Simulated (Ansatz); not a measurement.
Two isomers of CH8OSSi2: A = `CO[SiH2]S[SiH3]`, B = `OC([SiH3])([SiH3])S`.

Program: Ansatz. Geometries: PBE0-D4/def2-TZVP. ΔE: electronic, gas phase. CBS: MP2 limit from def2 TZ/QZ plus the TZ coupled-cluster correction, frozen cores. Functionals use def2-TZVPP. B3LYP here is the variant with VWN-RPA as its local correlation; programs differ in this. Each species was taken in one conformer, which may not be the lowest.

(1) Which is lower in electronic energy at CCSD(T)/CBS, and by how much? (Best estimate.)

(2) Give E(B) − E(A) in kJ/mol with B2PLYP, MP2/def2-TZVPP, PBE0-D4, PBE-D4, HF/def2-TZVPP, B3LYP-D4, CCSD(T)/def2-TZVPP. (An estimate is asked.)

Largest T1 diagnostic: 0.013.

## Answers

(1) Ansatz gave: A, by 279.2 kJ/mol.

(2) The calculation gave: B2PLYP 284.6, MP2/def2-TZVPP 283.4, PBE0-D4 274.4, PBE-D4 261.1, HF/def2-TZVPP 314.9, B3LYP-D4 278.1, CCSD(T)/def2-TZVPP 276.3. None reverses the order clearly.

In def2-TZVPP, CCSD(T) changes the Hartree–Fock value by −38.6 kJ/mol (the triples alone add −6.0 kJ/mol) and MP2 by −31.4 kJ/mol. The D4 term adds −5.3 kJ/mol with B3LYP and −2.4 kJ/mol with PBE0; it sums over pairs of atoms, weighted by their polarisabilities, and B3LYP, whose exchange is more repulsive, gets the larger term.
